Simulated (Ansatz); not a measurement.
System: fluoro(trihydroxy)silane, sum formula H$_{3}$SiO$_{3}$F (charge 0, singlet). 
Coordinates optimised at B3LYP-D3(BJ)/def2-TZVP (Ansatz, an electronic-structure program):
```xyz
8

Si     0.0007    -0.0003    -0.0170
F     -0.0678     0.0278     1.5817
O     -0.7923     1.2887    -0.6039
O      1.5552     0.0491    -0.4816
O     -0.6928    -1.3665    -0.5530
H     -0.5010     2.1695    -0.3569
H      2.1518    -0.6459    -0.1938
H     -1.6127    -1.5392    -0.3394
```

Property: atomisation energy (electronic, to ground-state atoms), in eV. Correlated levels leave the core frozen unless marked. UHF or UKS for open shells. Spin-orbit coupling is left out. No relativistic terms. The coupled-cluster limit lacks core correlation, which all-electron functionals hold. CBS marks a two-point X^-3 extrapolation of the correlation energy; Hartree-Fock from the larger set (for Q and 5 zeta extrapolated as (X+1)exp(-9√X)).

```csv
level,program,atomisation energy (eV)
HF/6-31G,Ansatz,18.44
```

**Question.** Estimate the value at CCSD(T)/CBS(cc-pV(Q+d)Z,cc-pV(5+d)Z) as computed with Ansatz.

**Answer.** 35.74 eV, so HF/6-31G differs from it by -17.30 eV.
